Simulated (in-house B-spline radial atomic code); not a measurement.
Values are calculated unless marked as measured or tabulated.
# Cl in an electron gas of r_s = 2: phase shifts, screening, friction and resistivity

A nucleus sits in a uniform electron gas with a rigid positive background. The Kohn-Sham equations are solved self-consistently in the spin-unpolarised LDA (PW92), non-relativistic, on B-splines with outgoing waves at the boundary and partial waves to l = 8. The model has no lattice, no bands and no magnetic solution. Atomic units; δ_l are the phase shifts at the Fermi level, counted so that each bound state adds π, and good to about 0.0005.

The density parameter is r_s = 2 bohr, near that of the valence electrons of Si (4 per atom, density 2.33 g/cm³, mass 28.09 u, which gives r_s = 2.01).

```csv
l,δ_l (rad)
0,7.7142
1,5.2067
2,0.5838
3,0.0502
4,0.0086
5,0.0020
6,0.0004
7,0.0003
8,0.0001
```

Bound levels below the band bottom (hartree): s -99.86, s -8.719, p -6.567, s -0.3996, p -0.01284.

Task: Check the Friedel sum rule, and say where the screening charge sits.

Result: k_F = (9π/4)^(1/3)/r_s = 0.95958. The rule is Z = (2/π) Σ (2l + 1) δ_l. The terms are s 4.911, p 9.944, d 1.858, f 0.224 and 0.071 beyond, in all 17.008 against Z = 17. Bound states hold 6 s, 12 p, 0 d electrons, so the scattering states carry -0.99 in all; where a term is smaller than its bound count, the bound level has drawn weight out of the band.

Task: Find the transport cross section and the electronic stopping of a 2 keV Cl ion (mass 35.45 u).

Result: σ_tr = (4π/k_F²) Σ (l + 1) sin²(δ_l − δ_(l+1)). The terms for l = 0 to 3 are 0.3510, 1.9840, 0.7761, 0.0069, all together 3.1183, so σ_tr = 13.647 × 3.1183 = 42.557 bohr². With n = 3/(4π r_s³) = 0.02984, the friction coefficient is Q = n k_F σ_tr = 1.2186. For v well below v_F = 0.960, dE/dx = Q v; with 24801 eV per u at v = 1, v = √(2000/(24801 × 35.45)) = 0.0477, so dE/dx = 0.05812 hartree/bohr = 29.9 eV/nm. The largest term couples the p and d waves.

Task: What residual resistivity would 1 atomic per cent of such centres give in a metal of this density?

Result: Δρ = k_F n_i σ_tr/n in atomic units of 21.74 μΩ·cm. With one host atom per 4 electrons, n_i/n = 0.01/4, so Δρ = 0.9596 × 0.00250 × 42.557 × 21.74 = 2.22 μΩ·cm. This is an atom added to the gas, as on an interstitial site.
